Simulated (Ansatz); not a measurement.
Basis sets compared for SiHMe2(nBu) (C6H16Si). Charge 0, multiplicity 1. Geometry PBE-D4/def2-SVP. Ansatz on 4 threads of Intel Xeon on a shared host; times are rough, and most runs start from earlier orbitals.

```xyz
23

Si    0.594    1.586   -0.417
H     1.968    1.314   -0.990
C    -0.358    2.710   -1.608
H    -0.472    2.235   -2.604
H     0.164    3.678   -1.753
H    -1.374    2.929   -1.219
C     0.794    2.434    1.266
H     1.329    3.400    1.165
H     1.371    1.804    1.974
H    -0.196    2.641    1.724
C    -0.318   -0.072   -0.228
C     0.372   -1.096    0.688
C    -0.392   -2.418    0.869
C    -0.557   -3.237   -0.414
H    -1.345    0.144    0.147
H    -0.456   -0.491   -1.249
H     1.390   -1.318    0.293
H     0.536   -0.643    1.691
H     0.139   -3.033    1.629
H    -1.394   -2.201    1.304
H    -1.073   -4.198   -0.219
H    -1.152   -2.696   -1.179
H     0.429   -3.473   -0.870
```

Binding counts from free atoms (Si triplet, H doublet, C triplet) in the same basis, without a counterpoise term.

```json
{"level": "PBE-D4/def2-SVP", "functions": "182", "energy (Eh)": "-527.0411", "HOMO (eV)": "-6.63", "LUMO (eV)": "0.75", "binding per atom (eV)": "4.06", "wall time": "8.6 s"}
{"level": "PBE-D4/def2-TZVP", "functions": "319", "energy (Eh)": "-527.4022", "HOMO (eV)": "-6.67", "LUMO (eV)": "0.24", "binding per atom (eV)": "4.03", "wall time": "15 s"}
{"level": "PBE0-D4/def2-SVP", "functions": "182", "energy (Eh)": "-527.1282", "HOMO (eV)": "-7.93", "LUMO (eV)": "1.58", "binding per atom (eV)": "4.03", "wall time": "13 s"}
{"level": "PBE0-D4/def2-TZVP", "functions": "319", "energy (Eh)": "-527.4802", "HOMO (eV)": "-7.92", "LUMO (eV)": "1.02", "binding per atom (eV)": "4.00", "wall time": "20 s"}
{"level": "ωB97X-V/def2-TZVP", "functions": "319", "energy (Eh)": "-527.7801", "HOMO (eV)": "-10.29", "LUMO (eV)": "2.82", "binding per atom (eV)": "3.99", "wall time": "46 s"}
```

(1) Estimate the rows for PBE-D4/def2-TZVPD, PBE0-D4/def2-TZVPD, ωB97X-V/def2-TZVPD.

Results:

(1) 
```
             level  functions  energy (Eh)  HOMO (eV)  LUMO (eV)  binding per atom (eV)  wall time
 PBE-D4/def2-TZVPD        409    -527.4034      -6.69      -0.35                   4.03       19 s
PBE0-D4/def2-TZVPD        409    -527.4811      -7.93       0.28                   4.00       39 s
ωB97X-V/def2-TZVPD        409    -527.7809     -10.29       1.68                   3.99       58 s
```
